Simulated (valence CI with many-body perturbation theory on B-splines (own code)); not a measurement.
**F⁴⁺: calculated level list**

Level of theory: relativistic CI+MBPT: three valence electrons over a frozen Dirac-Fock core [He], a basis of 11 s, 11 p, 9 d, 7 f, 5 g, 2 h, 1 i functions for each j, with the one-electron correlation potential Σ1 (screened to all orders), the two-electron term Σ2, the three-electron term Σ3, Breit, model QED; selected single and double excitations, second order for the rest, scaled by the run's own slope (own B-spline code, finite nucleus).

Against 24 measured levels this calculation errs by 90 cm⁻¹ on average and by 220 at most. These come from a selection out of Moore, Atomic Energy Levels, vol. I, NSRDS-NBS 35 (1971 reprint of NBS Circular 467, 1949), an old analysis. Levels without a partner in it may be off by more.

Levels 1 to 45 of 69, with energies above the lowest level, 2s²2p ²P°_1/2. "Leading %" is the weight of the configuration and term that name the level; weights of strongly mixed levels are sums over their largest components and can fall short. In the jj column 3d3/2^4 stands for four electrons in 3d with j = 3/2.

```csv
No.,Configuration,Term,J,E (cm⁻¹),Leading %,Leading jj,Second component
1,2s²2p,²P°,1/2,0,96,2s^2 2p1/2 (96 %),
2,2s²2p,²P°,3/2,744,96,2s^2 2p3/2 (96 %),
3,2s2p²,⁴P,1/2,85710,100,2s 2p1/2^2 (45 %),
4,2s2p²,⁴P,3/2,85963,100,2s 2p1/2 2p3/2 (89 %),
5,2s2p²,⁴P,5/2,86326,100,2s 2p3/2^2 (66 %),
6,2s2p²,²D,5/2,152940,99,2s 2p1/2 2p3/2 (65 %),
7,2s2p²,²D,3/2,152970,99,2s 2p1/2 2p3/2 (66 %),
8,2s2p²,²S,1/2,197730,99,2s 2p3/2^2 (65 %),
9,2s2p²,²P,1/2,215050,98,2s 2p1/2 2p3/2 (66 %),
10,2s2p²,²P,3/2,215520,98,2s 2p3/2^2 (55 %),
11,2p³,⁴S°,3/2,276430,100,2p1/2 2p3/2^2 (55 %),
12,2p³,²D°,5/2,307300,98,2p1/2 2p3/2^2 (98 %),
13,2p³,²D°,3/2,307350,98,2p1/2 2p3/2^2 (44 %),
14,2p³,²P°,1/2,347580,95,2p1/2 2p3/2^2 (95 %),
15,2p³,²P°,3/2,347600,95,2p3/2^3 (49 %),
16,2s²3s,²S,1/2,524700,92,2s^2 3s (92 %),5 % 2p²3s ²S
17,2s²3p,²P°,1/2,565300,90,2s^2 3p1/2 (90 %),5 % 2p²3p ²P°
18,2s²3p,²P°,3/2,565480,90,2s^2 3p3/2 (90 %),5 % 2p²3p ²P°
19,2s²3d,²D,3/2,602430,92,2s^2 3d3/2 (92 %),6 % 2p²3d ²D
20,2s²3d,²D,5/2,602460,92,2s^2 3d5/2 (92 %),6 % 2p²3d ²D
21,2s2p3s,⁴P°,1/2,620810,98,2s 2p1/2 3s (87 %),
22,2s2p3s,⁴P°,3/2,621060,98,2s 2p1/2 3s (55 %),
23,2s2p3s,⁴P°,5/2,621530,98,2s 2p3/2 3s (98 %),
24,2s2p3s,²P°,1/2,638770,94,2s 2p1/2 3s (71 %),
25,2s2p3s,²P°,3/2,639280,94,2s 2p3/2 3s (83 %),
26,2s2p3p,²P,1/2,656110,93,2s 2p3/2 3p3/2 (38 %),
27,2s2p3p,²P,3/2,656340,94,2s 2p3/2 3p3/2 (47 %),
28,2s2p3p,⁴D,1/2,657660,97,2s 2p1/2 3p1/2 (62 %),
29,2s2p3p,⁴D,3/2,657810,97,2s 2p1/2 3p3/2 (32 %),
30,2s2p3p,⁴D,5/2,658060,99,2s 2p1/2 3p3/2 (39 %),
31,2s2p3p,⁴D,7/2,658460,99,2s 2p3/2 3p3/2 (99 %),
32,2s2p3p,⁴S,3/2,665440,99,2s 2p3/2 3p3/2 (38 %),
33,2s2p3p,⁴P,1/2,670980,98,2s 2p1/2 3p1/2 (45 %),
34,2s2p3p,⁴P,3/2,671160,98,2s 2p3/2 3p1/2 (47 %),
35,2s2p3p,⁴P,5/2,671400,98,2s 2p3/2 3p3/2 (63 %),
36,2s2p3p,²D,3/2,675870,97,2s 2p1/2 3p3/2 (57 %),
37,2s2p3p,²D,5/2,676360,97,2s 2p3/2 3p3/2 (49 %),
38,2s2p3p,²S,1/2,687780,96,2s 2p3/2 3p3/2 (54 %),
39,2s2p3d,⁴F°,3/2,690660,99,2s 2p1/2 3d3/2 (76 %),
40,2s2p3d,⁴F°,5/2,690800,99,2s 2p3/2 3d3/2 (35 %),
41,2s2p3d,⁴F°,7/2,691020,99,2s 2p3/2 3d3/2 (38 %),
42,2s2p3d,⁴F°,9/2,691310,99,2s 2p3/2 3d5/2 (99 %),
43,2s2p3d,⁴D°,1/2,697410,97,2s 2p1/2 3d3/2 (50 %),
44,2s2p3d,⁴D°,3/2,697460,97,2s 2p3/2 3d3/2 (42 %),
45,2s2p3d,⁴D°,5/2,697550,97,2s 2p3/2 3d3/2 (39 %),
```

The ionisation energy to 2s² ¹S0 of the next ion comes out as 114.24 eV (NIST: 114.249 eV (semi-empirical)). All 69 levels together are meant to be complete up to 773730 cm⁻¹.
